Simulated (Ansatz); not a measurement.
A run for Ansatz (a first-principles code): R-CCSD(T)/cc-pV(T+d)Z on CH5AlS (SMILES [CH3][AlH][SH]). Files ending in .json are basis or fitting sets from the Basis Set Exchange.

Ansatz 0.2 input:
```yaml
crystal:
  periodic: [false, false, false]
  atoms:
    - {symbol: C, position_ang: [-1.36048369, -0.15510158, 0.03182322]}
    - {symbol: Al, position_ang: [0.50242463, 0.36202366, -0.20286751]}
    - {symbol: S, position_ang: [2.04366786, -0.92794246, 0.68248654]}
    - {symbol: H, position_ang: [-1.46881090, -1.07525957, 0.60882078]}
    - {symbol: H, position_ang: [-1.92169967, 0.63178807, 0.54456339]}
    - {symbol: H, position_ang: [-1.84743306, -0.30587202, -0.93633134]}
    - {symbol: H, position_ang: [0.97866464, 1.64562336, -0.98734869]}
    - {symbol: H, position_ang: [3.07367019, -0.17525948, 0.25885360]}
basis:
  gaussian:
    orbitals: cc-pV_T+d_Z.json
magnetization: {spin_polarized: false}
correlation: {method: ccsd_t, electrons: outside_noble_gas}
scf: {lower_state_search: off}
```

The head of its log:

```
WARN ansatz: RAYON_NUM_THREADS=1 ignored (pool sized by the plan → 1); use --threads N
Functional definition: HF
these checks for a lower state are left out or cut short: stability, starts, cluster_reference, orbital_swaps, neighbouring_geometries, increment
integrals: 0.57 GiB planned
1005 factors; integrals over basis functions are off by at most 1.1e-3 eV
mean field: 0.47 GiB planned
mean field evaluation 1: about -18510.1382 eV, gradient 2.8e1 eV
mean field evaluation 2: about -18510.2407 eV, gradient 2.8e1 eV
mean field evaluation 4: about -18512.5126 eV, gradient 2.5e0 eV
mean field evaluation 8: about -18512.5508 eV, gradient 1.7e-1 eV
mean field -18512.55091538 eV, -680.3236978825 hartree, gradient 3.1e-6 eV, S^2 0.000000; 0 other end points of the search recorded, 0 dependent functions left out
11 core orbitals not correlated
reference -18512.55091538 eV, -680.3236978825 hartree; 9, 9 occupied and 158, 158 virtual orbitals, 1005 factors
```

Question: Give the final energy of this run.

Answer: -680.8267 hartree (reference determinant -680.3237, T1 diagnostic 0.010).
